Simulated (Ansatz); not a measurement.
Method: frozen-core CCSD(T)/cc-pVDZ // PBE0-D4/def2-SVP (Ansatz, a quantum-chemistry and plane-wave program).

Ansatz 0.2 input:
```yaml
crystal:
  periodic: [false, false, false]
  atoms:
    - { symbol: C, position_ang: [-0.219761, 2.050958, 1.167699] }
    - { symbol: O, position_ang: [0.691165, 1.05941, 0.773788] }
    - { symbol: C, position_ang: [0.21836, 0.08461, -0.09042] }
    - { symbol: Si, position_ang: [-0.063341, 0.778105, -1.895616] }
    - { symbol: O, position_ang: [-0.900748, -0.482157, 0.530301] }
    - { symbol: C, position_ang: [-1.586949, -1.448881, -0.214868] }
    - { symbol: O, position_ang: [1.226675, -0.842396, -0.280273] }
    - { symbol: C, position_ang: [1.810717, -1.372787, 0.895005] }
    - { symbol: H, position_ang: [-0.607065, 2.62185, 0.302576] }
    - { symbol: H, position_ang: [0.327086, 2.743704, 1.820986] }
    - { symbol: H, position_ang: [-1.07487, 1.626442, 1.71614] }
    - { symbol: H, position_ang: [-1.33034, 1.56917, -1.993807] }
    - { symbol: H, position_ang: [1.091981, 1.665969, -2.208667] }
    - { symbol: H, position_ang: [-0.128598, -0.339181, -2.881306] }
    - { symbol: H, position_ang: [-2.359758, -1.876575, 0.437812] }
    - { symbol: H, position_ang: [-0.9162, -2.255587, -0.556643] }
    - { symbol: H, position_ang: [-2.087437, -1.011951, -1.100608] }
    - { symbol: H, position_ang: [2.42367, -2.227156, 0.579721] }
    - { symbol: H, position_ang: [2.446089, -0.627077, 1.39582] }
    - { symbol: H, position_ang: [1.039328, -1.716469, 1.602356] }
basis:
  gaussian: { orbitals: cc-pVDZ }
correlation:
  method: ccsd_t
```

Output:

```
Functional definition: HF
1602 factors; integrals over basis functions are off by at most 9.4e-4 eV
mean field evaluation 1: about -18279.9573 eV, gradient 4.0e1 eV
mean field evaluation 2: about -18280.2989 eV, gradient 4.1e1 eV
mean field evaluation 4: about -18284.5621 eV, gradient 5.2e0 eV
mean field evaluation 8: about -18284.6450 eV, gradient 1.9e-1 eV
mean field evaluation 16: about -18284.2570 eV, gradient 5.6e-1 eV
mean field -18284.64511545 eV, -671.9483142150 hartree, gradient 8.2e-6 eV, S^2 0.000000; 0 other end points of the search recorded, 0 dependent functions left out
12 core orbitals not correlated
reference -18284.64511545 eV, -671.9483142150 hartree; 25, 25 occupied and 139, 139 virtual orbitals, 1602 factors
second order -33.32373364 eV of doubles, -0.00000000 eV of singles
cycle   1  -34.48924792 eV  change    -1.2e0 eV  update   1.3e-1
cycle   2  -35.44241974 eV  change   -9.5e-1 eV  update   3.9e-2
cycle   3  -35.66347082 eV  change   -2.2e-1 eV  update   2.0e-2
cycle   4  -35.65361094 eV  change    9.9e-3 eV  update   4.6e-3
cycle   5  -35.65333488 eV  change    2.8e-4 eV  update   2.1e-3
cycle   6  -35.65398826 eV  change   -6.5e-4 eV  update   6.4e-4
cycle   7  -35.65342090 eV  change    5.7e-4 eV  update   2.5e-4
cycle   8  -35.65327289 eV  change    1.5e-4 eV  update   7.6e-5
cycle   9  -35.65330676 eV  change   -3.4e-5 eV  update   2.7e-5
perturbative correction -1.01873196 eV, -0.0374377090 hartree
Total energy: -18321.31715417 eV, -673.2959867808 hartree
```

Cost: roughly 3 core-minutes.
